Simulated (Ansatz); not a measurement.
# Abstraction of Cl: NbCl5 + Si2H3Cl2 → NbCl4 + Si2H3Cl3

Gas-phase species: NbCl5 (niobium pentachloride) `[Cl][Nb]([Cl])([Cl])([Cl])[Cl]`, singlet; Si2H3Cl2 `Cl[SiH][SiH2]Cl`, doublet; NbCl4 `[Cl][Nb]([Cl])([Cl])[Cl]`, doublet; Si2H3Cl3 `Cl[SiH2][SiH](Cl)Cl`, singlet. A radical takes Cl: the energy is the difference in strength between the Nb–Cl bond broken and the Si–Cl bond made.

Shapes, held fixed at every level: PBE0-D4/def2-TZVP. Flexible molecules stand in one conformer, not always the lowest. Programs: Ansatz 0.2.0. The zero-point and thermal change to 298 K, harmonic and unscaled (PBE0-D4/def2-TZVP), is +2.7 kJ/mol.

```tsv
level	kind	ΔH(298 K) (kJ/mol)	less CCSD(T)/def2-TZVPP
MP2/def2-SVP	perturbation theory	-114.7	+49.3
HF/def2-TZVPP	Hartree–Fock	-264.3	-100.3
PBE-D4/def2-TZVPP	GGA	-118.0	+46.0
r2SCAN-D4/def2-TZVPP	meta-GGA	-127.8	+36.2
B3LYP-D4/def2-TZVPP	global hybrid	-155.4	+8.6
CCSD(T)/def2-SVP	coupled cluster or CI	-146.7	+17.3
CCSD(T)/def2-TZVPP	coupled cluster or CI	-164.0	0.0
```

The highest level, CCSD(T)/def2-TZVPP, gives ΔH(298 K) = -164.0 kJ/mol; the levels span -264.3 to -114.7. The column of differences is taken from that level and isn't an error. No measured value is set beside it here. Open shells run unrestricted. For atoms past krypton def2 sets carry core potentials with scalar relativity. Outer-core shells of Nb are correlated, in sets that cover them unevenly. CCSD(T)/def2-TZVPP lies outside the range of the other correlated levels here, so it shouldn't be taken on trust.
